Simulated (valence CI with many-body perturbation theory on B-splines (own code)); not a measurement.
Questions on Rh XV

Method: configuration interaction combined with many-body perturbation theory (CI+MBPT): three valence electrons over a frozen Dirac-Fock core [Ar] 3d10, radial functions for each j: 11 s, 11 p, 10 d, 8 f, 5 g, 2 h, with the one-electron correlation potential Σ1 (screened to all orders), the two-electron term Σ2, the three-electron term Σ3, Breit, model QED; selected single and double excitations, second order for the rest, scaled by the run's own slope (own B-spline code, finite nucleus).

No measured levels were compared; by estimate levels hold to about 250 cm⁻¹ or 0.2 % of their energy and the worst to 1 %, as in measured heavy ions of charge 2 to 7; those with d or f electrons hold less well.

Names give the largest LS component (configuration and term), which can be under half, so a name can repeat, a term be missing and a line seem to break the LS rules; names also repeat where a configuration has a term twice.

Rates and lifetimes use the calculated energies. Strong lines usually hold to 10 to 20 %, long lifetimes can be off by a factor of two.

**Question.** What is the ground level?

**Answer.** 4s2 4p 2P°_1/2, composition 98 % 4s2 4p 2P°, g = 0.665.

**Question.** How is the term 2P° of the ground level split?

**Answer.** J = 1/2 at 0.00, J = 3/2 at 5.65 eV.

**Question.** How well does LS coupling describe the low levels?

**Answer.** Among the lowest 20 levels the leading LS term, summed over configurations, holds 85 % on average. For single configurations the figures are 82 % in LS and 81 % in jj coupling. Terms mix most in the J = 3/2 level at 75.60 eV, where the leading one holds 38 %.

**Question.** Where does the other parity begin?

**Answer.** At 4s 4p2 4P_1/2, 30.43 eV.

**Question.** What is the ionisation energy?

**Answer.** 332.38 eV; NIST lists 331.58 ± 0.14 eV (semi-empirical).

**Question.** Name the longest-lived excited levels whose lifetime is computed, and their main decay.

**Answer.** 4s2 4p 2P°_3/2 at 5.65 eV lives 1.17 ms, mostly by M1 to 4s2 4p 2P°_1/2. The lifetime of 4s 4p 4d 4F°_9/2 is too uncertain to give, and may be longer.

**Question.** Among levels below 201.32 eV, which E1 lines absorb most strongly from the ground level?

**Answer.** to 4s2 4d 2D_3/2 at 18.93 nm, f = 0.973; to 4s 4p2 2P_1/2 at 27.31 nm, f = 0.475; to 4s 4p2 2D_3/2 at 30.24 nm, f = 0.261.
